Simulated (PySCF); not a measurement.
C₆ coefficients of unlike pairs at UHF

Calculated with PySCF 2.14 from the dipole response of each species, C₆(A,B) = (3/π) ∫ α_A(iu) α_B(iu) du, in atomic units, from isotropic polarisabilities. For ions this is the dispersion term alone; charge-induced terms of lower order in 1/R come first.

```tsv
species	configuration	basis	relativity	α (bohr³)	C₆ (like pair)
B(3+)	1s2 (1S)	aug-cc-pVQZ-DK (6s5p4d3f2g)	spin-free X2C	0.01900	0.002326
As(2+)	[Ar] 3d10 4s2 4p1 (2P)	aug-cc-pVTZ-DK (7s6p4d2f)	spin-free X2C	10.82	47.25
In(3+)	[Kr] 4d10 (1S)	aug-cc-pVQZ-DK3 (9s8p6d3f2g)	spin-free X2C	2.813	9.873
Cl	[Ne] 3s2 3p5 (2P)	dyall-acv3z (19s12p6d4f)	spin-free X2C	13.98	88.04
```

(1) Estimate C₆ for Cl with In(3+).

No spin-orbit coupling is included.

The other pairs:

```tsv
pair	C₆
As(2+), B(3+)	0.1670
Cl, B(3+)	0.2375
In(3+), B(3+)	0.1166
In(3+), As(2+)	18.75
Cl, As(2+)	64.37
```

Answers

(1) The integral gives 26.23. The combination rule 2 C_A C_B / (C_A α_B/α_A + C_B α_A/α_B) gives 26.03 and the geometric mean 29.48.
